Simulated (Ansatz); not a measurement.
H8N3Si3, doublet, at a GFN2-xTB geometry; PBE0/cc-pVDZ (Ansatz, a first-principles code).

Ansatz was given this input:
Ansatz 0.2 input:
```yaml
crystal:
  periodic: [false, false, false]
  atoms:
    - {symbol: N, position_ang: [0.55971367, -1.53872495, 0.04242359]}
    - {symbol: Si, position_ang: [1.74366755, -0.37223987, -0.45101254]}
    - {symbol: N, position_ang: [1.07172766, 1.21659613, -0.28450621]}
    - {symbol: Si, position_ang: [-0.54113351, 1.69476235, 0.09724242]}
    - {symbol: N, position_ang: [-1.52100506, 0.28321148, -0.05036014]}
    - {symbol: Si, position_ang: [-1.12256371, -1.34147403, 0.36812104]}
    - {symbol: H, position_ang: [0.89683550, -2.48503885, 0.09435178]}
    - {symbol: H, position_ang: [2.88662688, -0.48252331, 0.47586784]}
    - {symbol: H, position_ang: [1.71617840, 1.96962549, -0.45530209]}
    - {symbol: H, position_ang: [-1.02846154, 2.67004643, -0.88482500]}
    - {symbol: H, position_ang: [-0.57151753, 2.24576177, 1.46356901]}
    - {symbol: H, position_ang: [-2.50427635, 0.46120329, -0.15274980]}
    - {symbol: H, position_ang: [-1.92630298, -2.22084544, -0.48973334]}
    - {symbol: H, position_ang: [-1.36172079, -1.62048613, 1.79500807]}
basis:
  gaussian:
    orbitals: cc-pVDZ
    fitting: {mean_field: cc-pVTZ-JKFIT}
hamiltonian:
  xc: pbe0
magnetization: {spin_polarized: true, initial_magnetization: 1}
```

### Question
What does Ansatz print? Leave out banner, timings and long lists.

### Answer

```
Functional definition: PBE0
840 factors; integrals over basis functions are off by at most 4.4e-2 eV
mean field evaluation 1: about -28206.9602 eV, gradient 5.8e1 eV
mean field evaluation 2: about -28188.1454 eV, gradient 8.4e1 eV
mean field evaluation 4: about -28220.1313 eV, gradient 1.9e0 eV
mean field evaluation 8: about -28220.1542 eV, gradient 3.5e-2 eV
mean field evaluation 16: about -28220.1542 eV, gradient 3.2e-5 eV
mean field -28220.15422517 eV, -1037.0715394676 hartree, gradient 3.2e-5 eV, S^2 0.752282; 0 other end points of the search recorded, 0 dependent functions left out
reference -28220.15426033 eV, -1037.0715407594 hartree; 36, 35 occupied and 100, 101 virtual orbitals, 840 factors
Total energy: -28220.15426033 eV, -1037.0715407594 hartree
```
